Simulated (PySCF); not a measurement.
Cl5OSi2, SMILES Cl[Si](Cl)O[Si](Cl)(Cl)Cl (connectivity only; charge and spin as stated), charge +1, multiplicity 1. Atoms are numbered in the order given.

```xyz
8

Cl     1.7295     2.3817     0.0000
Si    -0.1285     1.7573     0.0000
Cl    -1.5808     3.0702     0.0000
O     -0.4792     0.2314     0.0000
Si    -0.0647    -1.4394     0.0000
Cl    -0.8566    -2.1821    -1.6807
Cl     1.9490    -1.4585     0.0000
Cl    -0.8566    -2.1821     1.6807
```
Charge +1, spin multiplicity 1.

The structure is a stationary point at ωB97X-D3(BJ)/def2-SVP. The spin state was assumed, not searched. The isomer is the one that the SMILES or the coordinates give; other isomers of the formula were not compared. Other conformers were not sampled.

Calculation: PBE0/pcSseg-1 run with PySCF.

GIAO shieldings, no solvent; atoms listed in one row are averaged. δ = σ(ref) − σ: ³⁵Cl against HCl (σ = 945.9 ppm); ²⁹Si against TMS (σ = 352.7 ppm); ¹⁷O against H2O (σ = 334.2 ppm), references at their B3LYP-D3(BJ)/def2-TZVP geometries, non-relativistic (without spin–orbit terms, shifts of atoms bonded to Cl or Br come out too high).

```tsv
nucleus	atoms	count	δ (ppm)
³⁵Cl	Cl1	1	222.0
³⁵Cl	Cl3	1	202.5
³⁵Cl	Cl6, Cl7, Cl8	3	174.2
²⁹Si	Si2	1	30.8
²⁹Si	Si5	1	-1.9
¹⁷O	O4	1	197.5
```
